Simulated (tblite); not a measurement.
Compound: C3H11GeNSe.
SMILES with atom numbers: `[CH3:1][Se:2][GeH2:3][N:4]([CH3:5])[CH3:6]` (hydrogens: H7, H8, H9 on C1; H10, H11 on Ge3; H12, H13, H14 on C5; H15, H16, H17 on C6)

Cartesian coordinates in Å at the GFN2-xTB level; atoms count from 1:
```xyz
17
C3H11GeNSe angstrom
C      3.0744   -0.2778    0.6233
Se     1.5999   -1.5213    1.0027
Ge     0.2083   -0.8926   -0.8190
N     -1.2447    0.1580   -0.4605
C     -2.3797   -0.4437    0.2034
C     -1.0205    1.5186   -0.0263
H      3.5013   -0.5113   -0.3480
H      3.8193   -0.4186    1.4011
H      2.7048    0.7438    0.6442
H     -0.3745   -2.1081   -1.4960
H      1.0495   -0.0685   -1.7720
H     -2.5081   -1.4627   -0.1629
H     -3.2828    0.1282   -0.0257
H     -2.2603   -0.4761    1.2942
H     -0.1708    1.9308   -0.5716
H     -1.9041    2.1223   -0.2483
H     -0.8190    1.5909    1.0505
```

Method: GFN2-xTB as coded in tblite; computed harmonic values from a numerical Hessian at the method's own geometry, unscaled. Errors from tens to a few hundred cm⁻¹ against measured bands are possible. Modes of hydrogen on germanium can be 10 to 20 % off. One conformer, not necessarily the lowest. The optimisation stopped once no atom felt more than 0.01 eV/Å.

Lowest wavenumbers of the output (negative numbers stand for imaginary wavenumbers):
```
mode    cm-1
  1     -22.1
  2      49.8
  3      58.2
  4      81.8
  5     140.7
  6     203.9
  7     227.7
  8     232.4
  9     250.2
 10     296.0
 11     328.2
 12     412.7
 13     525.7
 14     555.7
 15     644.1
```

Problem. Is this structure a minimum?

Solution. Not by this Hessian. 1 mode is imaginary beyond 20i (22i cm⁻¹), so at this level the point lies at or near a first-order saddle. The curvature is small, so loose convergence or finite differences may be the whole cause.

Problem. Which atoms move in the imaginary mode?

Solution. 22i: C1 (sp3 carbon bound to selenium) 46 %, H7 (methyl hydrogen) 10 %. These are shares of the mass-weighted motion.

Problem. What is the remedy?

Solution. Step along that mode in both directions, optimise again with tighter thresholds and repeat the frequencies. The zero-point energy of this point (81.9 kcal/mol) counts the 44 real modes alone, and thermal corrections from it aren't those of a minimum.
